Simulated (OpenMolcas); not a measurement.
# 5s2 5p along the 49-electron sequence

```
Program             : OpenMolcas
Method              : SS-CASPT2, IPEA 0.25 Eh, imaginary shift 0.1 Eh
Basis               : ANO-RCC-VTZP
Scalar Hamiltonian  : DKH2, point nucleus
Spin-orbit coupling : RASSI with atomic mean-field integrals over the reference wave functions, term energies averaged over their components
```

Active space for each ion: 3 electrons in 8 orbitals (5s 5p 6s 6p); closed shells correlated by CASPT2: 4d.

Computed levels in cm-1 above 2P* 1/2:

```
                                Level    In   Sn+  Sb2+  Te3+    I4+   Xe5+
                              2P* 3/2  1766  3420  5850  7930  10790  13560
weight of 2P* in the lowest level (%)   100   100   100   100    100    100
```

Measured, with the error of the calculation in %. Measured levels: In, Sn+ from NIST Handbook of Basic Atomic Spectroscopic Data; Sb2+, Te3+ from Moore, Atomic Energy Levels, vol. III, NSRDS-NBS 35 (1971 reprint of NBS Circular 467, 1958); Xe5+ from Saloman, J. Phys. Chem. Ref. Data 33, 765 (2004).

```csv
Level,In,Sn+,Sb2+,Te3+,Xe5+
2P* 3/2,2213 (-20.2),4251 (-19.5),6576 (-11.0),9223 (-14.0),15599 (-13.1)
```

The fine-structure level 2P* 3/2 changes by a factor of 7.68 from In to Xe5+. Its fourth root runs 6.48, 7.65, 8.75, 9.44, 10.19, 10.79, with steps per unit of Z of 1.16, 1.10, 0.69, 0.76, 0.60; equal steps would mean a (Z - σ)^4 law with constant σ.

Over all roots computed the reference weight is 0.87 to 0.94 in Sn+, 0.84 to 0.94 in Sb2+, 0.85 to 0.95 in Te3+, 0.85 to 0.95 in I4+, 0.86 to 0.95 in Xe5+; the roots of lowest weight are the least certain, and an intruder state may touch them. Some high roots are left out of the spin-orbit mixing, which shifts the levels that they would mix with (holds for In). Active for correlation alone: 6p 6s; no level in the range computed is led by a configuration that fills them, so any true level of that kind is missing (holds for In; Te3+; I4+; Xe5+). The run also gave levels led by 5s2 6s, which use shells meant for correlation; these and all levels above them are left out (holds for Sn+). Some terms miss by over 15 % even with CASPT2, which points to a basis or an active space too small for the shells correlated (holds for Sn+). The run also gave levels led by 5s2 6p, which use shells meant for correlation; these and all levels above them are left out (holds for Sb2+). Computed and measured levels are paired by configuration, term and J; levels that our copy of the source lacks, or whose pairing is in doubt (as where it misses far off the trend of its configuration), stay unpaired and out of the deviations. Levels of configurations outside the active space are missing.

* marks odd parity.
